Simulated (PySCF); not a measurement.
System: C₂H₅F₃Si, net charge 0, singlet state. SMILES: CC[Si](F)(F)F
Geometry from a B3LYP-D3(BJ)/def2-TZVP (Ansatz) optimisation:
```xyz
11

C      2.3366    -0.0259    -0.5254
C      1.2537    -0.7004     0.3328
Si    -0.4286     0.0036     0.0974
F     -0.4760     1.5467     0.4621
F     -1.5081    -0.7239     1.0022
F     -0.9149    -0.1267    -1.4069
H      3.3111    -0.4815    -0.3463
H      2.4193     1.0374    -0.2965
H      2.1158    -0.1202    -1.5895
H      1.5025    -0.6226     1.3953
H      1.2014    -1.7709     0.1128
```
Charge 0, spin multiplicity 1.

Dispersion corrections to the total energy (kcal/mol) from the dftd3 and dftd4 libraries through PySCF: D3(BJ) without and D4 with the three-body term, each with the damping fitted for the functional named.

```
functional  D3(BJ)     D4
----------  ------  -----
LC-wPBE      -4.59  -5.69
r2SCAN       -1.35  -1.27
TPSSh        -5.65  -6.28
PW6B95       -2.45  -4.47
TPSS         -6.15      …
B2GP-PLYP    -3.20      …
PBE          -4.88      …
```

Task: Complete the blanks.

Result: 
- TPSS, D4: -6.93
- B2GP-PLYP, D4: -2.15
- PBE, D4: -5.13
